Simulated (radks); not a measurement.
Cr XV, configuration [Ne].

All-electron calculation, scalar-relativistic Kohn-Sham, r2SCAN, spin-polarised, spherical densities, finite nucleus; meta-GGA in the generalised Kohn-Sham scheme; Fermi nuclear charge, rms radius 3.6452 fm. Program: a radial shooting solver on a logarithmic mesh with Libxc functionals.

Energy parts (eV):
| part | energy |
|---|---|
| total | -26230.105 |
| kinetic | 26526.381 |
| electron-nucleus | -57641.107 |
| Hartree | 5904.173 |
| exchange-correlation | -1019.552 |

Orbitals (lengths in bohr, moments of r in powers of bohr; r(max) is where P^2 peaks):
orbital,occ.,eigenvalue (eV),r(max),<r^4>
1s,2,-6337.334,0.04160,0.00007583
2s,2,-1083.057,0.2415,0.01632
2p,6,-977.2551,0.1958,0.01242

The highest occupied level is 2p at -977.26 eV. Summed over all electrons, <r^2> = 0.6803 bohr^2, which gives a Langevin (diamagnetic) susceptibility term of -0.539 x 10^-6 cm^3/mol. For comparison, the ionisation energy in NIST's Atomic Spectra Database is 1011.6 eV (semi-empirical). In exact Kohn-Sham theory the highest level is minus the ionisation energy, but local and semilocal functionals leave it too shallow, through self-interaction and a potential that decays too fast; potentials with the right tail come closer.
